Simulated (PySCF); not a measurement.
# Reading the logs of faulty runs: FH2NSi2

All numbers below are calculated, not measured. They come from PySCF 2.14.0, an open-source quantum chemistry program, on an isolated molecule that a program drew, which may never have been made. The molecule is FH2NSi2 (charge 0, singlet), drawn as the SMILES string `F[SiH]=N[SiH]`.

Each row is a Hartree-Fock (HF) and frozen-core CCSD(T) single point in the cc-pV(D+d)Z basis, meant for a local HF minimum. Run 1 is clean. Each other run has one planted mistake out of seven kinds, and not every kind appears here: one electron removed, one electron added, multiplicity raised by two, geometry at a saddle point, minimal basis STO-3G, one bond length entered in bohr, all coordinates scaled. The reference is restricted for singlets and unrestricted otherwise, and also for a bond in bohr. Adding or removing an electron swaps singlet and doublet. Electrons count all cores. HOMO and LUMO are orbital energies over both spins, the gradient is its largest component, and the lowest frequency (negative if imaginary) is given only where the gradient is small. Bond lengths are over the 5 bonds as drawn. T1 is the CCSD diagnostic: over 0.02 (restricted) or 0.045 (unrestricted) a single reference is doubtful.

Geometry of the clean run:
```xyz
6
FH2NSi2, angstrom
F     2.5532    1.1961   -1.7829
Si    1.6127    0.7970   -0.5620
N     1.6668    1.4204    0.8511
Si    1.6625    2.3010    2.2982
H     0.7274   -0.2464   -1.0570
H     2.6542    1.4455    3.0862
```

```
run,electrons,basis functions,<S^2>,HOMO (eV),LUMO (eV),gradient (hartree/bohr),lowest frequency (cm^-1),mean bond (Å),longest bond (Å),T1,HF (hartree),CCSD(T) (hartree),mistake
1,46,84,0.000,-7.99,1.72,8.5e-06,91,1.5630,1.694,0.0189,-732.93955,-733.50763,no fault
2,47,84,0.852,-0.03,6.73,5.8e-02,-,1.5630,1.694,0.0299,-732.90595,-733.48714,one electron added
3,45,84,0.771,-16.30,-6.11,7.5e-02,-,1.5630,1.694,0.0242,-732.68197,-733.22005,one electron removed
4,46,84,0.000,-7.75,1.97,5.0e-02,-,1.4911,1.616,0.0171,-732.92073,-733.47890,all coordinates scaled
5,46,84,2.007,-6.66,0.63,2.7e-02,-,1.5630,1.694,0.0203,-732.89361,-733.43757,multiplicity raised by two
6,46,30,0.000,-4.81,7.44,2.2e-02,-,1.5630,1.694,0.0228,-724.05420,-724.25990,?
```

**Which mistake was planted in run 6, and what did it cost?**

It has 30 basis functions where the clean run has 84, with the same electrons and geometry. So the mistake is: minimal basis STO-3G. Subtracting run 1 and multiplying by 627.51 kcal/mol a hartree, the energy moved by 5575.6 kcal/mol in HF and 5803.0 kcal/mol in CCSD(T).

Cautions from the logs. Run 2: the added electron raises the CCSD(T) energy, so it isn't bound in this basis; run 6: T1 is over the limit, so its CCSD(T) energy is less reliable.
